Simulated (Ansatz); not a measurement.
Cartesian coordinates in Å:
```
C 0.204 -1.888 -0.397
C 0.076 -0.714 -0.150
Ga -0.122 1.121 0.236
Cl -1.233 1.793 1.910
Cl 0.758 2.614 -0.983
H 0.317 -2.926 -0.616
```

The species carries charge 0 and has multiplicity 1.

(1) List the ωB97M-V/def2-TZVPP orbital energies in eV (Ansatz 0.2.0). (Estimate.)

## Answers

(1) The calculation gave: Occupied: -10155.28, -2772.08, -2772.08, -1258.70, -1112.91, -1112.80, -1112.77, -282.30, -281.95, -262.46, -262.46, -199.93, -199.93, -199.82, -199.82, -199.80, -199.80, -156.14, -108.65, -108.42, -108.37, -27.92, -27.82, -27.64, -27.63, -27.59, -25.62, -25.13, -24.20, -18.42, -16.42, -13.79, -13.16, -12.36, -11.77, -11.71, -11.52, -11.23, -11.11. Lowest empty: -0.11, 1.04, 1.74, 3.25, 3.30, 3.55, 4.32, 4.43.
